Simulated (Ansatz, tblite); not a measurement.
Removing an electron: AgAu₂⁻. The state is a singlet with charge -1. Geometry: PBE0-D4/def2-TZVPD. Ansatz, gas phase; energy differences of separate SCF runs; the oxidised species was run as a doublet alone.

| atom | x (Å) | y (Å) | z (Å) |
| --- | --- | --- | --- |
| Au1 | -1.508 | 1.856 | -1.080 |
| Au2 | 1.513 | -1.856 | 1.072 |
| Ag3 | -0.005 | 0.000 | 0.008 |

In the def2 sets Ag, Au take a core potential; there is no spin–orbit coupling. The xTB rows come from tblite. Correlated methods freeze no core orbitals; core or outer-core shells of Au, Ag are correlated, in sets that lack core-valence functions. The structure comes from a short search, and lower isomers may exist.

```
             level  −HOMO (eV)  vertical IE (eV)  −LUMO (eV)  HOMO–LUMO gap (eV)                                                                               remarks
          GFN1-xTB        3.25              6.83        1.50                1.75                                                                                     –
          GFN2-xTB        0.92              5.44       -2.35                3.27                                                                                     –
     HF/def2-TZVPD        2.57              2.04       -4.33                6.90                                               spin-contaminated (⟨S²⟩ 0.87) (doublet)
PBE0-D4/def2-TZVPD        1.78              3.37       -1.99                3.78                                                                                     –
CCSD(T)/def2-TZVPD           –              3.71           –                   –  spin-contaminated (⟨S²⟩ 0.87) (doublet), test for broken spin undecided (-1 singlet)
```

Q: Estimate the rows for PBE-D4/def2-TZVPD, r2SCAN-D4/def2-TZVPD, MP2/def2-TZVPD, CCSD/def2-TZVPD.

A: 
```
               level  −HOMO (eV)  vertical IE (eV)  −LUMO (eV)  HOMO–LUMO gap (eV)                                                                               remarks
   PBE-D4/def2-TZVPD        1.22              3.49       -1.28                2.51                                                                                     –
r2SCAN-D4/def2-TZVPD        1.36              3.48       -1.46                2.82                                                                                     –
      MP2/def2-TZVPD           –              3.98           –                   –  spin-contaminated (⟨S²⟩ 0.87) (doublet), test for broken spin undecided (-1 singlet)
     CCSD/def2-TZVPD           –              3.58           –                   –  spin-contaminated (⟨S²⟩ 0.87) (doublet), test for broken spin undecided (-1 singlet)
```

  Raw xTB energy differences between charge states are shifted by several eV; the methods need an empirical correction for them.
